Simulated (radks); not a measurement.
Ionisation of the carbon ion C2+, [He] 2s2, to [He] 2s1 as the strength of local exchange is varied. Calculated with a radial shooting solver on a logarithmic mesh with Libxc functionals: Dirac Kohn-Sham, Slater X-alpha exchange (alpha = 2/3 is LDA exchange), no correlation, spin-unpolarised, spherical densities, point nucleus.

alpha  E(C2+) (hartree)  exchange (hartree)  IE (eV)  -e of the level emptied (eV)  <r> of it (bohr)
0.592         -35.45613            -3.28607   45.344                37.537 (2s1/2)             1.390
0.597         -35.48389            -3.31537   45.423                37.616 (2s1/2)             1.389
0.667         -35.87390            -3.72832   46.529                38.724 (2s1/2)             1.375
0.911         -37.25322            -5.20746   50.492                42.712 (2s1/2)             1.326
1.005         -37.79283            -5.79375   52.064                44.301 (2s1/2)             1.308

NIST Atomic Spectra Database: 47.888 eV (measured). The Delta-SCF value meets it near alpha = 0.75. Spin polarisation and multiplet splitting are left out, so open shells lie too high by an amount that depends on their filling.

Beside tabulated values, note that spin-unpolarised runs miss the spin-polarisation part of the exchange energy of open shells.
